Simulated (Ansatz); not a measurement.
Consider the hydrogenolysis of a C–C bond: `CC(C)(C)[NH][Ga]([Cl])[Cl]` + H₂ → `CC(C)[NH][Ga]([Cl])[Cl]` + CH₄.

Computed with Ansatz on PBE0-D4/def2-TZVP structures; ΔE is electronic, products minus reactants. CCSD(T)/CBS is the MP2 limit (def2-TZVPP, def2-QZVPP) plus CCSD(T) − MP2 in def2-TZVPP, frozen cores. This one scheme is used for every species. Functionals use def2-TZVPP. For Ga outer-core shells are correlated without core-valence functions, which leaves a few kJ/mol of doubt a bond. Scalar relativity is left out up to krypton. Each species was taken in one conformer, which may not be the lowest.

`CC(C)(C)[NH][Ga]([Cl])[Cl]`:

Cartesian coordinates in Å:
```
C 1.270 -0.171 0.712
C 0.085 0.394 -0.052
C -0.574 1.502 0.768
C 0.559 0.959 -1.391
N -0.895 -0.659 -0.301
Ga -0.978 -2.409 0.083
Cl 0.449 -3.601 1.112
Cl -2.740 -3.415 -0.581
H 1.765 -0.964 0.146
H 2.003 0.616 0.899
H 0.962 -0.580 1.677
H -1.442 1.909 0.243
H 0.124 2.323 0.949
H -0.911 1.114 1.732
H 1.273 1.773 -1.242
H -0.284 1.353 -1.965
H 1.039 0.179 -1.985
H -1.704 -0.322 -0.804
```

H₂:

Cartesian coordinates in Å:
```
H 0.264 0.024 -0.262
H -0.264 -0.024 0.262
```

`CC(C)[NH][Ga]([Cl])[Cl]`:

```xyz
15

C     1.676    0.195    0.374
C     0.190   -0.131    0.383
C    -0.513    0.514    1.569
N    -0.438    0.258   -0.869
Ga   -1.241   -0.817   -2.056
Cl   -1.347   -2.911   -1.694
Cl   -2.099   -0.036   -3.837
H     2.176   -0.300   -0.461
H     1.830    1.273    0.271
H     2.154   -0.124    1.303
H     0.079   -1.218    0.469
H    -1.571    0.246    1.586
H    -0.060    0.199    2.513
H    -0.439    1.604    1.511
H    -0.398    1.248   -1.060
```

CH₄:

Z-matrix (Å, degrees):
```
C
H 1 1.090
H 1 1.090 2 109.5
H 1 1.090 2 109.5 3 -120.0
H 1 1.090 2 109.5 3 120.0
```

Question: Is it downhill or uphill in electronic energy at CCSD(T)/CBS, and by how much? (An estimate is asked.)

Answer: Ansatz gave: Downhill: ΔE = -13.9 kcal/mol.

Question: What do these levels give: LDA (SPW92), PBE-D4, PBE0-D4, B2PLYP, CCSD(T)/def2-SVP, SCS-MP2/def2-QZVPP? (Best estimate.)

Answer: Ansatz gave: LDA (SPW92) -12.6, PBE-D4 -14.8, PBE0-D4 -15.3, B2PLYP -17.2, CCSD(T)/def2-SVP -14.2, SCS-MP2/def2-QZVPP -14.2 kcal/mol.

Largest T1 diagnostic among the species: 0.011.

The D4 term adds +4.1 kcal/mol with B3LYP and +2.3 kcal/mol with PBE0; it sums over pairs of atoms, weighted by their polarisabilities, and B3LYP, whose exchange is more repulsive, gets the larger term. From BLYP to BHLYP (50 % exact exchange), in def2-TZVPP and without D4, ΔE moves by +0.8 kcal/mol. In def2-TZVPP, CCSD(T) changes the Hartree–Fock value by +8.3 kcal/mol (the triples alone add +1.5 kcal/mol) and MP2 by +9.7 kcal/mol.

B3LYP here is the variant with VWN-RPA as its local correlation; programs differ in this.
